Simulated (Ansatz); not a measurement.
C$_{3}$H$_{10}$N (SMILES CC[NH2+]C), charge +1, singlet, geometry from GFN2-xTB, with bond 8-2 at 1.4 times its length; CASSCF(4,3)/STO-3G (Ansatz, a program for electronic structure).

Here is a job for Ansatz.
Ansatz 0.2 input:
```yaml
crystal:
  periodic: [false, false, false]
  atoms:
    - {symbol: C, position_ang: [1.20819554, -0.42966034, 1.06416493]}
    - {symbol: C, position_ang: [0.49043344, 0.73266312, 0.40543835]}
    - {symbol: N, position_ang: [-0.22641037, 0.30364346, -0.83562887]}
    - {symbol: C, position_ang: [-1.42209407, -0.52934039, -0.59034999]}
    - {symbol: H, position_ang: [1.89832467, -0.90914194, 0.37369319]}
    - {symbol: H, position_ang: [1.78906932, -0.05563307, 1.90226006]}
    - {symbol: H, position_ang: [0.51769078, -1.17158032, 1.45349388]}
    - {symbol: H, position_ang: [1.50119018, 1.81014081, 0.01449714]}
    - {symbol: H, position_ang: [-0.24073111, 1.17190644, 1.08583959]}
    - {symbol: H, position_ang: [0.43509953, -0.22531988, -1.41926148]}
    - {symbol: H, position_ang: [-0.51037838, 1.13745621, -1.36325979]}
    - {symbol: H, position_ang: [-2.12636509, 0.01171041, 0.03855902]}
    - {symbol: H, position_ang: [-1.90886751, -0.77565014, -1.53171003]}
    - {symbol: H, position_ang: [-1.14058148, -1.45351645, -0.09192683]}
basis:
  gaussian:
    orbitals: STO-3G
hamiltonian:
  xc: hf
total_charge: 1
magnetization: {spin_polarized: false}
correlation: {active_space: {window: {electrons: 4, orbitals: 3}}}
```

Problem. Write the output that Ansatz gives for this input, abridged.

Solution. 
```
Functional definition: HF
424 factors; integrals over basis functions are off by at most 4.5e-5 eV
mean field evaluation 1: about -4666.9908 eV, gradient 1.3e1 eV
mean field evaluation 2: about -4667.2523 eV, gradient 1.3e1 eV
mean field evaluation 4: about -4667.9465 eV, gradient 1.0e0 eV
mean field evaluation 8: about -4667.9501 eV, gradient 8.5e-7 eV
mean field -4667.95005158 eV, -171.5440003453 hartree, gradient 6.0e-7 eV, S^2 0.000000; 0 other end points of the search recorded, 0 dependent functions left out
reference -4667.95005158 eV, -171.5440003453 hartree; 17, 17 occupied and 13, 13 virtual orbitals, 424 factors
state -4669.03489401 eV, -171.5838675692 hartree
Total energy: -4669.03489401 eV, -171.5838675692 hartree
```
